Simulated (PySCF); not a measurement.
Simulation results for BFH$_{4}$OSi

All values are calculated (PySCF 2.14.0). Calculation on a computer-drawn molecule: optimised geometry and harmonic frequencies of an isolated molecule of the commonest isotopes, restricted reference for singlets and unrestricted otherwise, frozen core in MP2.

BFH$_{4}$OSi

Start structure:
```xyz
8
BFH4OSi
B     -0.3393    -1.2013    -0.7426
Si    -2.2515    -1.5633    -0.8133
O     -2.6091    -3.1815    -0.5022
F     -3.0549    -0.8869     0.4464
H      0.1130    -0.2550    -0.2351
H      0.4827    -1.9077    -1.2750
H     -3.0442    -1.1338    -1.9850
H     -2.2880    -3.9478    -1.0351
```

| Property | Result |
| --- | --- |
| charge | 0 |
| multiplicity | 1 |
| method | HF |
| basis | cc-pV(D+d)Z |
| rotational constants | 6.61, 5.779, 3.654 GHz |
| total energy | -490.3340 hartree |
| convergence status largest gradient component | 9.251e-06 hartree/bohr |

Drawn bonds:
```
atom  other atom  order
   1           2      1
   2           3      1
   2           4      1
   1           5      1
   1           6      1
   2           7      1
   3           8      1
```

Optimised structure:
```xyz
8
BFH4OSi
B     -0.3398    -1.1977    -0.7658
Si    -2.3286    -1.6026    -0.8356
O     -2.6480    -3.1613    -1.2278
F     -2.8699    -1.2983     0.6631
H      0.1264    -0.1772    -1.1879
H      0.4190    -1.9864    -0.2715
H     -3.1324    -0.7945    -1.7605
H     -2.2181    -3.8592    -0.7560
```

Modes:
```
frequency (cm⁻¹)  reduced mass (dalton)
           95.56                   1.12
           197.5                  2.826
           242.3                  2.058
           300.3                   2.01
           370.7                  2.532
             631                  2.163
           693.4                  1.854
           834.2                  2.465
           868.2                  1.541
           894.1                  1.582
           945.3                  2.133
           953.6                  1.365
           990.4                  1.741
            1273                  1.162
            2376                  1.042
            2678                  1.056
            2756                  1.123
            4171                  1.067
```
